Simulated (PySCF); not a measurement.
A run that did not reach its result, on `[H]/N=C1\CCC[C@]1(F)C#N` (driver script around PySCF, density fitting, GFN2-xTB geometry as the base; each input is a line of settings and coordinates in Å).

Command:
```bash
OMP_NUM_THREADS=1 python probes_run.py task.json out
```
Input:
```
{"job": {"kind": "j", "xc": "revPBE", "basis": "pcX-1", "scf": {"aux": "sto-3g", "max_cycle": 99}}, "charge": 0, "multiplicity": 1}
N      1.722886    -1.427171     1.672520
C      1.426406    -0.695841     1.014266
C      1.000769     0.191385     0.151858
F      1.887880     1.032704    -0.059676
C      0.593958    -0.421130    -1.018953
C     -0.715719    -0.759732    -0.770191
C     -1.204931     0.302654    -0.044398
C     -0.142915     0.773787     0.657058
N     -0.081303     1.508404     1.505638
H      1.153753    -1.192692    -1.247818
H      0.657265     0.242234    -1.741110
H     -1.217560    -0.913688    -1.597386
H     -0.748744    -1.579568    -0.229602
H     -1.946791     0.058437     0.549848
H     -1.518107     1.020571    -0.640812
H     -0.873685     1.867695     1.788491
```

Output:
```
KeyError: 'Element h (Z=1) not found in basis pcX-1 version 1'
```

Question: Diagnose the run.

Answer: The basis pcX-1 in the Basis Set Exchange has no functions for hydrogen, so the input was refused before any integral. The coordinates are the GFN2-xTB ones scaled by 0.9. Choose a basis that covers all elements. The run gave no result.
